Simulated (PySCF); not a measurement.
# Field gradients at the hydrogen positions

Species: C₄H₁₁ClOSi₂.
Cartesian coordinates in Å at the GFN2-xTB level; atoms count from 1:
```
atom  x, y, z in Å
C1    -2.7240   -0.8796    0.1617
C2    -1.5944   -0.9746   -0.8292
O3    -1.5510   -1.8414   -1.6734
Si4   -0.1355    0.2806   -0.6815
C5    -0.7838    1.9344    0.0134
Si6    1.4380   -0.6768    0.7455
C7     3.1888   -0.3501    0.0364
Cl8    3.3735    1.4084   -0.2227
H9    -2.3146   -0.9349    1.1686
H10   -3.2136    0.0854    0.0503
H11   -3.4478   -1.6775    0.0113
H12    0.3247    0.4869   -2.0627
H13    0.0318    2.6457    0.1003
H14   -1.5384    2.3826   -0.6277
H15   -1.2179    1.8172    1.0030
H16    1.4494   -0.0891    2.0937
H17    1.3618   -2.1335    0.9282
H18    3.3523   -0.8238   -0.9286
H19    3.9908   -0.6506    0.7059
```

Level: PBE0/pcSseg-1 (PySCF, non-relativistic); Q(2H) = 0.00286 b; rigid geometry, the same for H and D, with no vibrational averaging.

Question: Rank these positions by the coupling χzz of a deuteron there, largest first.
A. H17 (Si–H hydrogen)
B. H15 (methyl hydrogen)
C. H10 (methyl hydrogen)

Answer: B (217 kHz), C (211 kHz), A (107 kHz).

Q: What are Vzz, η and χzz (234.96 MHz × Q × Vzz) at all hydrogens?

A: 
```json
{"atom": "H9", "bonded to": "C1", "bond length (Å)": "1.088", "Vzz (au)": "0.3136", "η": "0.04", "χzz (kHz)": "211"}
{"atom": "H10", "bonded to": "C1", "bond length (Å)": "1.088", "Vzz (au)": "0.3141", "η": "0.03", "χzz (kHz)": "211"}
{"atom": "H11", "bonded to": "C1", "bond length (Å)": "1.088", "Vzz (au)": "0.3122", "η": "0.00", "χzz (kHz)": "210"}
{"atom": "H12", "bonded to": "Si4", "bond length (Å)": "1.470", "Vzz (au)": "0.1589", "η": "0.02", "χzz (kHz)": "107"}
{"atom": "H13", "bonded to": "C5", "bond length (Å)": "1.086", "Vzz (au)": "0.3235", "η": "0.01", "χzz (kHz)": "217"}
{"atom": "H14", "bonded to": "C5", "bond length (Å)": "1.087", "Vzz (au)": "0.3234", "η": "0.01", "χzz (kHz)": "217"}
{"atom": "H15", "bonded to": "C5", "bond length (Å)": "1.087", "Vzz (au)": "0.3231", "η": "0.01", "χzz (kHz)": "217"}
{"atom": "H16", "bonded to": "Si6", "bond length (Å)": "1.471", "Vzz (au)": "0.1587", "η": "0.02", "χzz (kHz)": "107"}
{"atom": "H17", "bonded to": "Si6", "bond length (Å)": "1.470", "Vzz (au)": "0.1586", "η": "0.03", "χzz (kHz)": "107"}
{"atom": "H18", "bonded to": "C7", "bond length (Å)": "1.087", "Vzz (au)": "0.3104", "η": "0.07", "χzz (kHz)": "209"}
{"atom": "H19", "bonded to": "C7", "bond length (Å)": "1.087", "Vzz (au)": "0.3123", "η": "0.07", "χzz (kHz)": "210"}
```

Q: Average by the element that carries the hydrogen.

A: on C: 213 kHz over 8 positions, mean bond length 1.087 Å; on Si: 107 kHz over 3 positions, mean bond length 1.470 Å.

Q: Give the 2H NMR doublet splittings at H15 for a magnetic field along the z, y and x axes of the gradient: 3χ/2, 3χ(1 + η)/4, 3χ(1 − η)/4.

A: With |χ| = 217.1 kHz and η = 0.008: 326, 164 and 162 kHz, to first order and without motion.

The structure is a single GFN2-xTB conformer in the gas phase; no vibrational or solvent corrections. GFN2-xTB bond lengths can be off by several hundredths of an ångström, more for odd bonds, and the gradients follow them. A larger basis could move these couplings by a tenth or more.
